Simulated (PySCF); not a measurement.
Simulation results for AlH4N

Computed with PySCF 2.14.0. Calculation on a computer-drawn molecule: vertical ionisation energy to the stated ion spin, frozen-core CCSD(T) at the basis limit and cheaper methods, single-reference cases, UHF for radicals, no spin-orbit; all values are single points at the evaluated structure, the first of each entry, which is the reference or a displaced copy of it and isn't optimised; the reference structure only sets the zero of the energies above reference; triples share is (T) over the correlation energy.

```xyz
6
formula=AlH4N charge=0 multiplicity=1 ion_multiplicity=2 diffuse_functions=no basis=cc-pV(n+d)Z reference_is=the_Hartree-Fock_double-zeta_minimum best_is=HF_at_quadruple_zeta_+_MP2_correlation_extrapolated_from_triple_and_quadruple_zeta_+_CCSD(T)_minus_MP2_at_triple_zeta basis_step_is=the_size_of_the_change_from_the_same_recipe_one_zeta_lower
N      0.3957     0.5301     1.2755
Al     2.0252     0.7915     1.9959
H     -0.4879     1.0125     1.5571
H      0.2311    -0.1296     0.5428
H      2.0711     1.9219     3.2019
H      3.2562    -0.0811     1.5414
```

Reference structure:
```xyz
6
AlH4N
N      0.3971     0.5293     1.3036
Al     1.9678     0.8001     2.0579
H     -0.4494     1.0140     1.5377
H      0.2117    -0.1334     0.5737
H      2.0780     1.8878     3.1967
H      3.1978    -0.0566     1.5627
```

Drawn bonds:
```tsv
atom	other atom	order
1	2	1
1	3	1
1	4	1
2	5	1
2	6	1
```

Questions
1. Estimate the ionisation energy Koopmans at triple zeta of AlH4N.
2. AlH4N: dipole magnitude B3LYP at triple zeta?

## Answers
1. 10.79 eV
2. 1.294 debye

Further results for AlH4N:

| Property | Result |
| --- | --- |
| ionisation energy best | 10.08 eV |
| ionisation energy basis step | 0.04937 eV |
| energy above reference best | 2.101 kcal/mol |
| energy above reference basis step | 0.06097 kcal/mol |
| ionisation energy EOM CCSD at triple zeta | 9.94 eV |
| total energy HF triple zeta | -298.7515 hartree |
| total energy CCSD(T) triple zeta | -299.0944 hartree |
| total energy best | -299.1390 hartree |
| T1 diagnostic at triple zeta | 0.01189 |
| D1 diagnostic at triple zeta | 0.03275 |
| ion T1 diagnostic at triple zeta | 0.008854 |
| ion D1 diagnostic at triple zeta | 0.01784 |
| ion spin squared at triple zeta | 0.7588 |
| triples share at triple zeta | 0.0316 |
| basis functions triple zeta | 125 |
| dipole magnitude HF at triple zeta | 1.111 debye |
| dipole magnitude CCSD unrelaxed at triple zeta | 1.243 debye |
| dipole magnitude PBE at triple zeta | 1.4 debye |
| dipole magnitude r2SCAN at triple zeta | 1.359 debye |
| dipole magnitude wB97X at triple zeta | 1.237 debye |

Triple zeta:
```tsv
method	ionisation energy (eV)	energy above reference (kcal/mol)
HF	8.362	3.102
PBE	9.72	1.267
r2SCAN	9.785	2.104
B3LYP	9.991	2.135
wB97X	9.943	2.371
MP2	10.03	2.242
CCSD	9.781	2.229
CCSD(T)	9.893	2.046
```
